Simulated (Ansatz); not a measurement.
TeCl2, SMILES Cl[Te]Cl.

Geometry: PBE-D3(BJ)/def2-TZVP. The isomer is the one that the SMILES or the coordinates give; other isomers of the formula were not compared. The def2 effective core potentials stand for the cores of Te; spin–orbit coupling is left out.

Two levels are set side by side: PBE/def2-SVPD (Ansatz, an electronic-structure program) and ωB97X-V/def2-SVPD (Ansatz). Energy differences of separate SCF runs at the same geometry; the states with an electron removed or added have multiplicity 2 and 2. Differences are taken from unrounded values.

| quantity | ωB97X-V |
|---|---|
| vertical ionisation energy (eV) | 9.11 |
| vertical electron affinity (eV) | 1.13 |
| vertical singlet–triplet gap (eV) | 1.95 |

Task: What does PBE give, and how far is it from ωB97X-V? (The exact figures need the calculation; the answer reports its results.)

Result: 
```csv
quantity,PBE,PBE minus ωB97X-V
vertical ionisation energy (eV),8.65,-0.45
vertical electron affinity (eV),1.19,0.06
vertical singlet–triplet gap (eV),1.60,-0.36
```
